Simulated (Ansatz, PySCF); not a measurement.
Reaction (SMILES): C[SiH](C)C → [CH2-][SiH](C)C + H+
Geometries: B3LYP-D3(BJ)/def2-TZVP minima from Ansatz (an electronic-structure program), one conformer each, not searched for the lowest. Frequencies are from Ansatz or PySCF.

Wanted: gas-phase deprotonation energy (enthalpy at 298 K, with B3LYP-D3(BJ) rigid-rotor harmonic-oscillator terms), in kcal/mol. Valence correlation only, unless marked. No spin-orbit coupling. No relativistic terms. Anions need diffuse functions: aug- sets have them; def2-D sets add few; the other sets have none. Basis-set limits of correlation are two-point, X^-3; Hartree-Fock from the larger set.

CCSD(T)/CBS(aug-cc-pV(T+d)Z,aug-cc-pV(Q+d)Z) (Ansatz) gives 392.5 kcal/mol.

**Question.** Another calculation gave 390.5 kcal/mol. Which level was it?
A. SVWN5/def2-TZVPD (Ansatz)
B. wB97M-V/def2-TZVPD (Ansatz)
C. LC-wPBE/def2-TZVPD (Ansatz)
D. r2SCAN/def2-TZVPD (Ansatz)

**Answer.** B, wB97M-V/def2-TZVPD (Ansatz). The others give 382.1 (SVWN5), 393.7 (r2SCAN), 398.7 (LC-wPBE) kcal/mol.
